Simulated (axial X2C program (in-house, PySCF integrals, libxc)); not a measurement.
**ZrCl: from Re and ωe to a spectrum**

A bond curve at the PBE0 level, with spin–orbit coupling, was computed with an in-house relativistic program for diatomic molecules (basis Zr dyall-cv3z [11s12p9d6f3g], Cl dyall-av3z [9s8p3d2f] (cores contracted in-house)) for the state Ω = 3/2 (⟨Sz⟩ = 1.50, ⟨Lz⟩ = 0.00 at PBE0). Its fit gives Re = 2.3280 Å, ωe = 388.1 cm⁻¹, ωexe = 1.19 cm⁻¹ and αe = 5.220e-04 cm⁻¹; the masses are 89.9047 and 34.9689 u. Two-component means X2C with spin–orbit coupling and atomic mean-field Coulomb and Gaunt terms.

Task: Find the reduced mass, Be and the force constant.

Result: From the PBE0 values: μ = 25.1764 u. Be = 16.8576/(μ Re²) = 0.1235 cm⁻¹. k = 5.8918×10⁻⁷ μ ωe² = 2.23 mdyn/Å.

Task: Estimate the centrifugal constant by the Kratzer relation.

Result: D = 4Be³/ωe² = 5.01e-08 cm⁻¹.

Task: The dipole moment p changes by 5.25 D/Å at Re. What harmonic infrared intensity follows?

Result: I = 42.256 × (dp/dR)²/μ = 46 km/mol.

Task: Where do the fundamental and the first overtone lie?

Result: ν(1←0) = ωe − 2ωexe = 385.7 cm⁻¹; ν(2←0) = 2ωe − 6ωexe = 769.1 cm⁻¹.

Task: A Morse curve ties αe to the other constants (Pekeris). How well does that hold?

Result: αe(Morse) = 6Be²/ωe × (√(ωexe/Be) − 1) = 4.964e-04 cm⁻¹; the PBE0 curve gives 5.220e-04 cm⁻¹, a ratio of 0.95.

Occupations by symmetry block were frozen at the best pattern of an incomplete PBE0 search. Density functionals use the spin component along the axis (collinear). Other states lie close and PBE0, whose exact exchange favours high spin, may order them wrongly; the determinant shown need not be the ground state. The nearest other 2c determinant of the search, Ω = 3/2, lies 0.12 eV up at the distance of the search. With several unpaired electrons one determinant need not be a pure state. This is the top spin component of a Σ state; components of lower Ω are not single determinants and can lie lower.
